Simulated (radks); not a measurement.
Valence configurations of Sn II (all share [Kr]). Calculated with a radial shooting solver on a logarithmic mesh with Libxc functionals: Dirac Kohn-Sham, PBEsol, spin-unpolarised, spherical densities, finite nucleus; open shells are shared between the two j in proportion to 2j + 1; Fermi nuclear charge, rms radius 4.6519 fm. Energies are relative to 4d10 5s2 5p1; eigenvalues in eV.

valence,E (eV),e(4d3/2),e(4d5/2),e(5p1/2),e(5p3/2),e(5s1/2)
4d10 5s2 5p1,0.000,-34.396,-33.350,-10.686,-10.103,-17.877
4d10 5s1.5 5p1.5,3.812,-35.141,-34.092,-11.061,-10.464,-18.329
4d10 5s1 5p2,7.666,-35.867,-34.816,-11.420,-10.809,-18.764
4d9.5 5s2 5p1.5,12.297,-37.477,-36.403,-11.539,-10.899,-19.067
4d9.5 5s1.5 5p2,16.295,-38.188,-37.112,-11.890,-11.235,-19.492
4d9 5s2 5p2,25.724,-40.542,-39.440,-12.356,-11.657,-20.211
4d8.5 5s2 5p2.5,40.290,-43.595,-42.464,-13.142,-12.385,-21.315
4d8 5s2 5p3,56.005,-46.640,-45.480,-13.905,-13.089,-22.386
4d7.5 5s2 5p3.5,72.875,-49.678,-48.490,-14.649,-13.774,-23.430
4d7.5 5s1.5 5p4,77.575,-50.291,-49.101,-14.937,-14.049,-23.779

NIST lists [Kr] 4d10 5s2 5p1 as the ground configuration; this level of theory agrees among the configurations tried. The energies are those of spherical spin-averaged densities, not of single terms.
